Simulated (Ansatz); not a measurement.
`[NH2][Ga]([OH])[Br]` + HCl → `[NH2][Ga]([Cl])[Br]` + H₂O  (ligand exchange at a Ga–O bond)

Calculated with Ansatz (gas phase, PBE0-D4/def2-TZVP geometries, no zero-point term in ΔE). CCSD(T)/CBS is the MP2 limit (def2-TZVPP, def2-QZVPP) plus CCSD(T) − MP2 in def2-TZVPP, frozen cores. This one scheme is used for every species. DFT in def2-TZVPP. B3LYP here is the variant with VWN-RPA as its local correlation; programs differ in this. HSE06 is defined as in plane-wave codes. For Br, Ga outer-core shells are correlated without core-valence functions, which leaves a few kJ/mol of doubt a bond. Scalar relativity is left out up to krypton. Each species was taken in one conformer, which may not be the lowest.

```csv
level,ΔE (kJ/mol),difference from CCSD(T)/CBS
LDA (SPW92),-62.2,4.1
PBE-D4,-65.9,0.4
revPBE-D4,-65.7,0.6
BLYP-D4,-61.9,4.4
r2SCAN-D4,-66.3,0.0
B97M-V,-67.0,-0.7
PBE0-D4,-71.2,-4.9
B3LYP-D4,-66.4,-0.1
r2SCANh-D4,-68.2,-1.9
r2SCAN0-D4,-70.9,-4.6
HSE06-D4,-71.5,-5.2
BHLYP-D4,-71.9,-5.6
CAM-B3LYP-D4,-63.1,3.2
ωB97M-V,-66.9,-0.6
B2PLYP,-63.0,3.3
PBE-QIDH,-69.4,-3.1
revPBE,-64.8,1.5
BLYP,-59.2,7.1
r2SCAN,-66.0,0.3
PBE0,-69.8,-3.5
r2SCANh,-67.9,-1.6
r2SCAN0,-70.4,-4.1
HSE06,-70.1,-3.8
BHLYP,-68.5,-2.2
CAM-B3LYP,-61.5,4.8
LC-ωPBE,-63.9,2.4
RPA@PBE/def2-TZVPP,-56.9,9.4
HF/def2-SVP,-75.7,-9.4
MP2/def2-SVP,-61.5,4.8
CCSD/def2-SVP,-62.3,4.0
CCSD(T)/def2-SVP,-61.4,4.9
HF/def2-TZVPP,-73.5,-7.2
MP2/def2-TZVPP,-63.6,2.7
SCS-MP2/def2-TZVPP,-61.3,5.0
CCSD/def2-TZVPP,-62.7,3.6
CCSD(T)/def2-TZVPP,-61.8,4.5
HF/def2-QZVPP,-72.5,-6.2
HF/CBS(def2),-72.3,-6.0
MP2/CBS(def2),-68.2,-1.9
CCSD/CBS(def2),-67.2,-0.9
CCSD(T)/CBS,-66.3,0
```

**Question.** What do rigid-rotor, harmonic-oscillator terms from PBE0-D4/def2-TZVP frequencies (298.15 K, 1 bar) make of the CCSD(T)/CBS value? (An estimate is asked.)

**Answer.** The calculation gave: ΔZPE = +6.0 kJ/mol, ΔH = -59.1 kJ/mol, ΔS = 15 J/(mol·K), ΔG = -63.7 kJ/mol.

Largest T1 diagnostic among the species: 0.011.

From BLYP to BHLYP (50 % exact exchange), in def2-TZVPP and without D4, ΔE moves by −9.3 kJ/mol. In def2-TZVPP, CCSD(T) changes the Hartree–Fock value by +11.7 kJ/mol (the triples alone add +0.9 kJ/mol) and MP2 by +9.8 kJ/mol.

CCSD(T)/CBS has its own doubt, a few kJ/mol and more with outer-core shells, so smaller differences from it don't rank the levels.
